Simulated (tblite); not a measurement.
C₅H₅FP₂.
Numbering: `[CH3:1][c:2]1[p:3][cH:4][p:5][cH:6][c:7]1[F:8]` (hydrogens: H9, H10, H11 on C1; H12 on C4; H13 on C6)

Computed with GFN2-xTB (tblite): harmonic, unscaled wavenumbers at the GFN2-xTB geometry, gas phase. Against measured fundamentals such values can be off by several per cent, at times by over 20.

Harmonic wavenumbers (cm⁻¹): 102.8, 123.3, 168.7, 263.4, 301.8, 326.9, 328.9, 375.2, 397.6, 547.6, 587.5, 673.9, 756.3, 761.4, 809.1, 867.9, 986.0, 990.3, 1018.7, 1065.5, 1170.8, 1187.0, 1241.7, 1401.3, 1405.5, 1464.9, 1475.5, 1481.9, 2992.6, 3001.4, 3009.8, 3028.5, 3053.8.

A = 2078, B = 1421, C = 848.3 MHz; mass 145.985 u (most abundant isotopes); point group Cs, symmetry number 1.

**Question.** Zero-point energy?

**Answer.** Half the sum of the wavenumbers: 18684 cm⁻¹ = 223.51 kJ/mol.

**Question.** Give the ideal-gas entropy at 298.15 K and 1 bar in the rigid-rotor, harmonic-oscillator model (classical rotation).

**Answer.** Translation 171.01, rotation 122.35, vibration 80.65: S = 374.0 J/(mol K).

**Question.** And Cp and H(298.15 K) − H(0)?

**Answer.** Cp = 132.14 J/(mol K), of which vibrations give 98.89 (their classical limit is 33 R = 274.4); H(298.15 K) − H(0) = 23.99 kJ/mol without the zero-point energy, 14.07 from vibrations.

**Question.** What must be added to the electronic energy to get the Gibbs energy at 298.15 K and 1 bar?

**Answer.** ZPE + [H(298.15 K) − H(0)] − T·S = 223.51 + 23.99 − 111.51 = 135.99 kJ/mol.

**Question.** Blend soft modes into free rotors: weight 1/[1 + (100 cm⁻¹/ν̃)⁴] for the oscillator and the rest for a rotor with moment μB/(μ + B), μ = h/(8π²ν), B = 10⁻⁴⁴ kg m². What vibrational entropy results?

**Answer.** 79.05 J/(mol K) in place of 80.65, which changes −T·S at 298.15 K by +0.48 kJ/mol.

Hindered rotation and anharmonicity are outside this model.
